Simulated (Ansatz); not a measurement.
`[OH][Ga]([Cl])[Cl]` + H₂O → `[OH][Ga]([OH])[Cl]` + HCl at 500 K and 1 bar (formal hydrolysis of a Ga–Cl bond).

Calculated with Ansatz (gas phase, PBE0-D4/def2-TZVP geometries, no zero-point term in ΔE). CCSD(T)/CBS is the MP2 limit (def2-TZVPP, def2-QZVPP) plus CCSD(T) − MP2 in def2-TZVPP, frozen cores. This one scheme is used for every species. For Ga outer-core shells are correlated without core-valence functions, which leaves a few kJ/mol of doubt a bond. Scalar relativity is left out up to krypton. One conformer a species, not always the lowest.

```tsv
species	CCSD(T)/CBS energy (Eh)	H − E (kJ/mol)	S (J/(mol·K))
`[OH][Ga]([Cl])[Cl]`	-2919.41483	78.2	379.7
H₂O	-76.37941	73.2	206.3
`[OH][Ga]([OH])[Cl]`	-2535.39139	112.9	379.4
HCl	-460.38127	32.5	201.9
```

H − E and S are ideal-gas, rigid-rotor, harmonic terms from PBE0-D4/def2-TZVP, for one conformer and one mirror image of each species. 1 Eh = 2625.50 kJ/mol, R = 8.31446 J/(mol·K).

Question: By hand: ΔE, ΔH, ΔS and ΔG.

Answer: ΔE = (-2535.39139) + (-460.38127) − (-2919.41483) − (-76.37941) = 0.02158 Eh = 56.7 kJ/mol. Δ(H − E) = 112.9 + 32.5 − 78.2 − 73.2 = -6.0, so ΔH = 50.7 kJ/mol. ΔS = 379.4 + 201.9 − 379.7 − 206.3 = -4.7 J/(mol·K). ΔG = 50.7 − 500 × (-4.7)/1000 = 53.1 kJ/mol.

Question: By hand: the equilibrium constant, and the temperature at which ΔG would vanish if ΔH and ΔS stayed fixed.

Answer: log₁₀ K = −ΔG/(RT ln 10) = -5.5. ΔH and −TΔS have one sign here, so there is no such temperature.

The number of gas molecules stays the same, so ΔS is small and ΔH decides. A doubt of 5 kJ/mol in ΔE shifts log₁₀ K by 0.5 here. Other conformers and mirror images would add mixing entropy, several J/(mol·K) or more a flexible species. These are equilibria of isolated gas molecules and say nothing of rates. Largest T1 diagnostic: 0.013 (customary marks: 0.02 for closed shells, 0.045 for open ones).

ΔS is within the doubt of such terms, so its sign, and with it that verdict, could turn.
